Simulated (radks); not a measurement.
Values are calculated unless marked as measured or tabulated.
Problem. The mean radii <r> (bohr) of the occupied orbitals of an atom or ion are listed with their occupations. Level of theory: Dirac Kohn-Sham, BLYP, spin-unpolarised, spherical densities, finite nucleus; Fermi nuclear charge, rms radius of each element as measured or else 0.836 A^(1/3) + 0.57 fm (a radial shooting solver on a logarithmic mesh with Libxc functionals).

orbital  occ.      <r>
1s1/2       2  0.01835
2s1/2       2  0.07695
2p1/2       2  0.06365
2p3/2       4  0.07160
3s1/2       2   0.2006
3p1/2       2   0.1905
3p3/2       4   0.2053
3d3/2       4   0.1797
3d5/2       6   0.1842
4s1/2       2   0.4495
4p1/2       2   0.4546
4p3/2       4   0.4879
4d3/2       4   0.5048
4d5/2       6   0.5162
5s1/2       2    1.069
5p1/2       2    1.179
5p3/2       4    1.284
4f5/2       6   0.6034
4f7/2       8   0.6131
6s1/2       1    2.983
5d3/2       4    1.948

Name the element and its charge. Open shells, if any, fill j = l - 1/2 first.

Solution. Z = 74, tungsten, charge +1: W+ in [Xe] 4f14 5d4 6s1. The 1s radius gives Z: for a bare nucleus <r> = (2 gamma + 1)/(2Z) with gamma = sqrt(1 - (Z/c)^2), 0.01813 bohr for Z = 74, and screening makes it slightly larger (0.01835 here). The occupations add up to 73, and the charge is Z minus that.
